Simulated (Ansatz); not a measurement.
The first iterations of a band of CH$_{10}$N$_{2}$OSi$_{2}$ (16 atoms, charge 0, multiplicity 1).

Method: Ansatz, RKS PBE0-D4/def2-SVP.

| Property | Result |
| --- | --- |
| movable images | 3 |
| climbing image | no |
| spring | 5.0 eV/Å² |
| optimiser | quadratic models (default) |
| start path | through a guess of the saddle point |
| force threshold | 0.05 eV/Å |
| iteration limit | 60 |
| end points | relaxed |

First end point:

```xyz
16
Properties=species:S:1:pos:R:3
N 2.527 -1.117 -1.233
C 1.942 0.046 -0.568
Si 0.358 -0.402 0.362
O -0.604 -1.276 -0.702
Si -1.171 1.305 0.907
N -2.672 0.484 0.459
H 1.817 -1.572 -1.808
H 2.811 -1.813 -0.545
H 2.686 0.503 0.106
H 1.718 0.818 -1.325
H 0.734 -1.257 1.539
H -1.506 -0.908 -0.699
H -1.138 1.858 2.303
H -1.059 2.464 -0.034
H -3.454 1.066 0.173
H -3.012 -0.221 1.110
```

Last end point:

```xyz
16
Properties=species:S:1:pos:R:3
N 2.328 -1.098 -1.393
C 1.694 0.080 -0.801
Si 0.472 -0.393 0.564
O -0.534 -1.590 -0.052
Si -1.168 1.183 1.180
N -2.471 0.628 0.121
H 1.608 -1.767 -1.667
H 2.897 -1.578 -0.697
H 2.470 0.767 -0.419
H 1.175 0.645 -1.596
H 1.259 -0.942 1.714
H -1.449 -1.257 -0.080
H -1.674 0.981 2.573
H -0.812 2.635 1.037
H -2.394 0.876 -0.863
H -3.425 0.806 0.426
```

| iteration | highest image above the first end (eV) | largest band force component (eV/Å) |
| --- | --- | --- |
| 1 | 1.212 | 5.566 |
| 2 | 0.431 | 1.284 |
| 3 | 0.325 | 0.950 |
| 4 | 0.217 | 0.453 |

**Question.** Does the band converge within its limit, and where does its top end?

**Answer.** The forces met the threshold. It ended after 14 iterations with the highest image 0.035 eV above the first end. No image climbed, so the highest image needn't sit at the top of the path. So few images can step over the top or miss a turn of the path.

Run time: 3.1 min on 2 threads of Arm Neoverse V2, on a shared host, peak memory 0.41 GiB.
